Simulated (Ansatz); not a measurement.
# Which isomer of CH3OSSi+ gives these data?

These gas-phase data were calculated for one isomer of CH3OSSi+ at B3LYP/6-31G* (harmonic, unscaled wavenumbers; equilibrium rotational constants with average atomic masses):

```
rotational constants            : 8.049, 5.496, 3.338 GHz
all wavenumbers above 1500 cm⁻¹ : 3232, 3140, 2357, 1503
```

Candidates:

(1) `C1=[S+][SiH2]O1`, a singlet
(2) `C1O[SiH]=[S+]1`, a singlet

Problem. Which candidate do the data belong to?

Solution. Candidate (2). 2 modes lie between 2750 and 3290 cm⁻¹, one for each C–H bond, while (1) has 1.

The same quantities for all candidates:

```
     rotational constants (GHz)  wavenumbers above 1500 cm⁻¹  E above the lowest, B3LYP/6-31G* (kcal/mol)
(1)          8.031, 5.16, 3.275             3204, 2400, 2350                                          0.0
(2)         8.049, 5.496, 3.338       3232, 3140, 2357, 1503                                          8.5
```

Each candidate is one conformer. Programs: Ansatz 0.2.0.
